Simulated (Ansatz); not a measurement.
GeS (SMILES [S]=[Ge]), singlet, geometry from GFN2-xTB. Base run: Ansatz (a program for electronic structure) with PBE0/def2-SVP.

Input for Ansatz:
Ansatz 0.2 input:
```yaml
crystal:
  periodic: [false, false, false]
  atoms:
    - {symbol: Ge, position_ang: [-0.00000000, -0.00000000, -0.67834772]}
    - {symbol: S, position_ang: [0.00000000, 0.00000000, 1.35669544]}
basis:
  gaussian:
    orbitals: def2-SVP
hamiltonian:
  xc: pbe0
```

Variants of this job, named by their change:

```
change                                                                 basis functions       E (Eh)
---------------------------------------------------------------------  ---------------  -----------
base                                                                                50  -2474.43932
basis = jorge-DZP-DKH; relativity = none                                            67  -2469.55058
basis = x2c-TZVPall; relativity = spin-free X2C                                     85  -2497.73349
basis = jorge-DZP-DKH; relativity = spin-free X2C                                   67  -2497.60834
basis = cc-pVTZ-DK; relativity = spin-free X2C; nucleus = Gaussian                  77  -2497.73522
basis = x2c-TZVPall; relativity = none                                              85  -2465.15524
basis = jorge-DZP-DKH; relativity = spin-free X2C; nucleus = Gaussian               67  -2497.59611
basis = x2c-TZVPall; relativity = spin-free X2C; nucleus = Gaussian                 85  -2497.72191
basis = cc-pVTZ-DK; relativity = none                                               77  -2461.57693
basis = cc-pVTZ-DK; relativity = spin-free X2C                                      77  -2497.74867
```

Total energies compare only within one method and basis.

Ansatz warned in this series: the basis is contracted for relativity, which the run leaves out.

Basis sets contracted for a relativistic Hamiltonian are a mismatch without it, so the rows without relativity aren't non-relativistic limits. No row has spin-orbit coupling; sets with core potentials leave out the core electrons.
